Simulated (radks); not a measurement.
Question: Neutral barium, [Xe] 6s2. All-electron calculation, non-relativistic Kohn-Sham, exchange-only LDA, spin-polarised, spherical densities, point nucleus. Program: a radial shooting solver on a logarithmic mesh with Libxc functionals. Every spin shell is full or empty, so the densities are truly spherical. Functionals are evaluated on that one density, not self-consistently. Rank these orbital-free kinetic functionals by their error against the exact value of the orbitals, and give that value: Thomas-Fermi, von Weizsacker, TF + vW/9, TF + vW/5, LC94, APBEK, Perdew 92, Thakkar, PG1, DePristo-Kress.

Answer: Exact: 7874.73 hartree. From best to worst, with 100 (|E| - |E exact|)/|E exact| (equal figures are ties): LC94 +0.03, APBEK +0.08, DePristo-Kress -0.15, Thakkar -0.65, Perdew 92 -0.70, TF + vW/9 -0.71, TF + vW/5 +2.85, Thomas-Fermi -5.16, PG1 +14.35, von Weizsacker -59.98.
